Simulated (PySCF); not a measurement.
B(Me)3 cation (C3H9B), SMILES B(C)(C)C (connectivity only; charge and spin as stated), charge +1, multiplicity 2. Atoms are numbered in the order given.

```xyz
13

B      0.1343     0.0152     0.0000
C      1.6527     0.0078     0.0000
H      2.0898     0.4741     0.8974
H      1.9803    -1.0513     0.0000
H      2.0898     0.4741    -0.8974
C     -0.8898    -0.0020     1.2542
H     -0.5956     0.9683     1.7026
H     -1.9761    -0.0825     1.1560
H     -0.4632    -0.8836     1.7752
C     -0.8898    -0.0020    -1.2542
H     -1.9761    -0.0825    -1.1560
H     -0.5956     0.9683    -1.7026
H     -0.4632    -0.8836    -1.7752
```
Charge +1, spin multiplicity 2.

Coordinates come from a PBE0-D3(BJ)/def2-SVP optimisation. The spin state was assumed, not searched. The isomer is the one that the SMILES or the coordinates give; other isomers of the formula were not compared.

All values below come from PySCF with PBE/pcH-1.

Unrestricted Kohn–Sham, ⟨S²⟩ = 0.752. Hyperfine tensors hold the contact and dipolar terms, without spin-orbit corrections.

Computed hyperfine couplings:
```csv
nucleus,A(iso) (MHz),A(iso) (G),dipolar principal values (MHz)
11B no. 1,-27.7,-9.9,"-25.8, -19.4, 45.3"
13C no. 2,-9.1,-3.2,"-2.5, -0.7, 3.2"
1H no. 3,40.2,14.3,"-3.2, -1.7, 4.8"
1H no. 4,-2.2,-0.8,"-2.4, -1.6, 4.0"
1H no. 5,40.2,14.3,"-3.2, -1.7, 4.8"
13C no. 6,67.5,24.1,"-37.7, -35.2, 72.9"
1H no. 7,63.2,22.6,"-16.8, -4.1, 20.9"
1H no. 8,-4.8,-1.7,"-17.0, -7.3, 24.2"
1H no. 9,81.0,28.9,"-17.0, -4.8, 21.8"
13C no. 10,67.5,24.1,"-37.7, -35.2, 72.9"
1H no. 11,-4.8,-1.7,"-17.0, -7.3, 24.2"
1H no. 12,63.2,22.6,"-16.8, -4.1, 20.9"
1H no. 13,81.0,28.9,"-17.0, -4.8, 21.8"
```
